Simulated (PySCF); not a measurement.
# C₆ coefficients of unlike pairs at B97-3

Calculated with PySCF 2.14 from the dipole response of each species, C₆(A,B) = (3/π) ∫ α_A(iu) α_B(iu) du, in atomic units, from isotropic polarisabilities. For ions this is the dispersion term alone; charge-induced terms of lower order in 1/R come first.

```csv
species,configuration,basis,relativity,α (bohr³),C₆ (like pair)
As,[Ar] 3d10 4s2 4p3 (4S),aug-cc-pVQZ-PP with ECP10MDF (7s6p5d3f2g),core potential,31.54,267.7
Al,[Ne] 3s2 3p1 (2P),aug-cc-pwCVQZ (10s9p7d5f3g),none,62.15,553.5
As(2+),[Ar] 3d10 4s2 4p1 (2P),aug-cc-pVQZ-PP with ECP10MDF (7s6p5d3f2g),core potential,10.23,44.20
```

(1) Estimate C₆ for Al with As.

No spin-orbit coupling is included.

The other pairs:

| pair | C₆ |
| --- | --- |
| As(2+), Al | 138.7 |
| As(2+), As | 106.6 |

Answers

(1) The integral gives 368.7. The combination rule 2 C_A C_B / (C_A α_B/α_A + C_B α_A/α_B) gives 366.6 and the geometric mean 384.9.
